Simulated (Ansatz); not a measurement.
`C=[C]1[CH2][GeH]1[CH3]`. The species carries charge 0 and has multiplicity 1. Correlated methods include outer-core shells of Ge, which these sets cover unevenly. Scalar relativity is left out up to krypton.

```xyz
13

C     2.1246    0.5548   -0.8472
C     0.8313    0.5018   -0.5948
C    -0.4355    0.3439   -1.3787
Ge   -0.6824    0.4790    0.5687
C    -1.1064   -1.1210    1.5864
H     2.5071    0.4849   -1.8647
H     2.8564    0.6715   -0.0548
H    -0.7396    1.1851   -1.9985
H    -0.6022   -0.6174   -1.8619
H    -1.2033    1.8100    1.1140
H    -0.6734   -1.0636    2.5854
H    -0.6904   -1.9869    1.0712
H    -2.1864   -1.2421    1.6750
```

Question: Give the diagnostics of a CCSD(T)/def2-TZVPP run (frozen core, the Gaussian-basis code of Ansatz). (Estimate.)

Answer: Computed: T1 = 0.0113, largest single amplitude 0.020, largest double 0.045, (T) share of the correlation energy 4.3 %, 9 CCSD cycles. The RHF solution is stable towards an unrestricted one. T1 lies under the customary mark of 0.02 for closed shells.
